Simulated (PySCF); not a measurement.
CH8SSi2, SMILES C[SiH2]S[SiH3]. Atoms are numbered in the order given.

```xyz
12

Si     1.4070     1.1316     0.6597
S      0.4556    -0.7975     0.8313
Si    -0.7811    -0.7825    -0.9525
C     -2.0934     0.5610    -0.8882
H      2.0024     1.3097    -0.6961
H      0.4486     2.2490     0.8991
H      2.4727     1.1674     1.6964
H      0.0821    -0.5985    -2.1556
H     -1.4003    -2.1358    -0.9867
H     -2.7436     0.5042    -1.7769
H     -2.7182     0.4470     0.0112
H     -1.6362     1.5626    -0.8638
```
Charge 0, spin multiplicity 1.

Coordinates come from a B3LYP-D3(BJ)/def2-SVP optimisation. Other conformers were not sampled.

Computed with M06-2X/def2-TZVP run with PySCF.

Gas-phase values at a fixed geometry.

| Property | Result |
|---|---|
| total energy | -1020.10621 hartree |
| highest occupied level | -8.44 eV |
| lowest empty level | 0.77 eV |
| orbital gap | 9.21 eV |
| dipole moment | 1.60 D |
| quadrupole, principal values (traceless, Buckingham form, about the centre of nuclear charge) | -2.62, -2.00, 4.62 D·Å |
| mean static polarisability | 84.7 bohr³ (12.55 Å³) |
| polarisability, principal values | 72.0, 81.6, 100.4 bohr³ |
